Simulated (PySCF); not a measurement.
Electron correlation in S⁺ (sulfur, charge +1)

[Ne] 3s2 3p3, high-spin 4S determinant. Computed with PySCF 2.14 in cc-pVDZ-DK (4s3p1d, 18 functions), with scalar relativity by spin-free X2C-1e. Frozen: [Ne]; 5 electrons correlated.

MP2 pair energies summed by pair of shells (mhartree):

| pair | energy | share (%) |
| --- | --- | --- |
| 3s-3p | -43.96 | 64.8 |
| 3p-3p | -16.24 | 23.9 |
| 3s-3s | -7.64 | 11.3 |

Total MP2 correlation energy: -67.84 mhartree.

Same-spin part -18.27 and opposite-spin part -49.58 mhartree; SCS-MP2 scales them by 1/3 and 6/5 to -65.58 mhartree.

```csv
level,correlation energy (mhartree)
CCSD,-86.26
(T),-0.90
CCSD(T),-87.16
```

Diagnostics: T1 = 0.0018, D1 = 0.0049, largest double amplitude 0.062.

Question: Is a single reference adequate?

Answer: Yes: T1 lies below 0.03 and no double amplitude reaches 0.07.
